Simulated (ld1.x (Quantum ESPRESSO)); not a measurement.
# zinc (Zn), TM: configuration errors across variants

* Element: Zn
* Generator: ld1.x (Quantum ESPRESSO) 7.5
* Type: norm-conserving Troullier–Martins (Kleinman–Bylander form)
* Functional: PBEsol
* Relativity: scalar-relativistic
* Frozen core: [Ar] 3d10
* Valence charge: 2
* Reference configuration: 4s2 4p0
* Partial waves: 4s (bound): rc 2.05 bohr; 4d channel at 0.05 Ry: rc 3.10 bohr; 4p (bound, empty): rc 3.45 bohr
* Local potential: the p channel
* Core correction: none

All-electron excitation energies from the reference (eV): (1) 4s1 4p0 9.899; (2) 4s1.5 4p0 3.950; (3) 4s1 4p1 5.126; (4) 4s0 4p1 16.257; (5) 4s0 4p2 10.603.

A true bound ghost makes a file unfit for plane-wave use even where its test errors are small: the radial tests pick states by their node count and pass the ghost by.

Errors AE − PS in meV (a dash: test not solved or not reliable):

```tsv
change	(1)	(2)	(3)	(4)	(5)	bound ghosts
base	-8.0	-5.7	+22	+128	+127	s, d
wave 4s (bound): rc 2.05 bohr becomes 4s (bound): rc 1.34 bohr	-9.8	-5.9	+22	+142	+151	d, s
wave 4s (bound): rc 2.05 bohr becomes 4s (bound): rc 1.56 bohr	-8.0	-5.7	+22	+131	+131	s, d
wave 4s (bound): rc 2.05 bohr becomes 4s (bound): rc 1.80 bohr	-7.4	-5.6	+22	+131	+129	s, d
wave 4s (bound): rc 2.05 bohr becomes 4s (bound): rc 1.96 bohr	-7.6	-5.6	+22	+130	+128	s, d
wave 4s (bound): rc 2.05 bohr becomes 4s (bound): rc 2.20 bohr	-9.4	-5.9	+20	+123	+123	d
wave 4s (bound): rc 2.05 bohr becomes 4s (bound): rc 2.48 bohr	-13	-6.5	+17	+107	+111	d
wave 4s (bound): rc 2.05 bohr becomes 4s (bound): rc 2.62 bohr	-17	-7.1	+13	+86	+95	d
wave 4s (bound): rc 2.05 bohr becomes 4s (bound): rc 3.08 bohr	-29	-9.0	-0.2	+20	+43	d
```

**Question.** Give the same row for: wave 4s (bound): rc 2.05 bohr becomes 4s (bound): rc 2.86 bohr.

**Answer.** -22, -7.9, +6.9, +57, +72; bound ghosts: d.
